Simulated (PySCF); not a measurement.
# P²⁺ (phosphorus, charge +2) across methods

[Ne] 3s2 3p1, 2P determinant. All numbers are calculated (PySCF 2.14, no relativity, point nucleus, in aug-cc-pV(T+d)Z with one added diffuse shell each of s, p, d, f type (7s6p5d3f, 71 functions)).

```
   method  E (hartree)  mean ε 3s α (eV)  mean ε 3s β (eV)  mean ε 3p α (eV)  Σ⟨r²⟩ (bohr²)   ⟨S²⟩
      PBE    -339.9956           -34.250           -33.107           -24.954          13.92  0.754
      LDA    -338.8779           -34.325           -33.251           -24.803          13.92  0.752
     PBE0    -340.0254           -35.914           -34.400           -26.369          13.93  0.755
   r2SCAN    -340.1197           -34.586           -33.244           -25.406          13.96  0.759
     PW91    -340.1367           -34.324           -33.183           -25.021          13.91  0.754
      UHF   -339.64809           -40.055           -37.075           -29.975          14.10  0.764
    TPSSh    -340.1697           -35.155           -33.638           -25.814          13.92  0.756
     BP86    -340.1821           -34.340           -33.270           -25.006          13.88  0.753
BHandHLYP    -340.1768           -37.413           -35.618           -27.579          13.96  0.756
```
